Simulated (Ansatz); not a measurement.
A made-up structure of CH4In, doublet:

C1  (-0.080, -1.271, -0.014)
In2  (0.069, 1.097, 0.012)
H3  (-0.271, -1.940, 0.985)
H4  (0.028, -1.936, -1.029)
H5  (0.375, 2.028, -1.650)
H6  (-0.121, 2.022, 1.696)
(Å)

It is relaxed with PBE-D4/def2-SVP and then PBE0-D4/def2-TZVP (Ansatz 0.2.0). Atoms count as bonded within 1.22 times the sum of their covalent radii (H–H: 0.88 Å). The end point is not checked to be a true minimum.

Does its bonding change? (Judge from chemistry; the calculation decides.)

The calculation gives: No: no bond forms or breaks.

Where it ends: The first stage lowers the energy by 0.87 eV in 5 steps. It ends as CH₄In ([CH2][InH2]):
```xyz
6
angstrom
C -0.0713 -1.1347 -0.0128
In 0.0616 0.9797 0.0110
H -0.2421 -1.7321 0.8797
H 0.0245 -1.7286 -0.9187
H 0.3350 1.8108 -1.4732
H -0.1077 1.8050 1.5139
```

Labels in which every atom is bracketed show which atoms are joined, not bond orders.

For scale, one of the runs: PBE0-D4/def2-TZVP relaxation, 105 basis functions, launched by `ansatz run in.yaml --threads 2 --pin off --events-out ev --progress --plain --max-ram 4352MiB`. The run took about 12 s on 2 CPU threads of an Arm Neoverse V2 (shared host).
